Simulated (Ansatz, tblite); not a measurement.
Forces on the cluster Al₃Ga₂⁺ at its r2SCAN-D4/def2-SVP geometry. Charge 1, multiplicity 1.

The xTB rows come from tblite. The restricted singlet is unstable towards broken spin symmetry in Hartree–Fock (as tested in another run); at PBE-D4/def2-TZVP this wasn't settled. The structure comes from a short search, and lower isomers may exist.

GFN1-xTB (tblite), largest force 1.59 eV/Å:

```xyz
5
positions Å, forces eV/Å
Al   -1.754   -0.975   -1.051   -0.125   -0.231   -0.281
Al    0.483    0.848    2.203    0.561    0.151    1.485
Al    1.561    0.547   -0.058    0.260    0.001   -0.418
Ga   -1.083    0.972    0.347   -0.580    0.110   -0.736
Ga    0.792   -1.392   -1.441   -0.116   -0.031   -0.049
```

GFN2-xTB (tblite), largest force 1.94 eV/Å:

```
Al -0.502 -0.577 -0.384
Al 0.639 0.138 1.823
Al 0.267 0.423 -0.143
Ga -0.663 0.842 -0.540
Ga 0.258 -0.827 -0.756
```

PBE-D4/def2-TZVP (Ansatz), largest force 0.26 eV/Å:

```
Al -0.156 -0.066 -0.029
Al 0.067 -0.026 0.235
Al 0.163 0.072 -0.063
Ga -0.195 0.155 -0.057
Ga 0.121 -0.135 -0.085
```
